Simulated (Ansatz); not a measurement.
CH₆FNO₂Si, SMILES `CO[Si](N)(O)F` from Hartree–Fock to CCSD(T)

```xyz
12

C    -1.035   -1.491    0.914
O    -0.217   -0.340    0.927
Si    0.144    0.563   -0.368
N     1.313    1.745   -0.062
O     0.597   -0.479   -1.536
F    -1.153    1.367   -0.834
H    -2.081   -1.225    0.731
H    -0.963   -1.968    1.892
H    -0.710   -2.200    0.148
H     1.030    2.643    0.297
H     2.226    1.486    0.272
H     0.850   -0.102   -2.381
```

The species carries charge 0 and has multiplicity 1. The geometry is a stationary point of PBE0-D4/def2-TZVP. It is one conformer, not always the lowest. Frozen core, restricted reference, the Gaussian-basis code of Ansatz. CBS rows extrapolate triple and quadruple zeta; past MP2 they add the triple-zeta difference.

| basis | HF (Eh) | MP2 corr. |
| --- | --- | --- |
| def2-SVP | -633.74127 | -0.95240 |
| def2-TZVPP | -634.29682 | -1.22468 |
| def2-QZVPP | -634.32377 | -1.32492 |

(1) Estimate the CCSD correlation energy and the (T) correction in each basis where they were run (hartree).

Results:

(1) 
```csv
basis,CCSD corr.,(T)
def2-SVP,-0.99246,-0.02075
def2-TZVPP,-1.25217,-0.04286
CBS(def2),-1.42667,as TZ
```
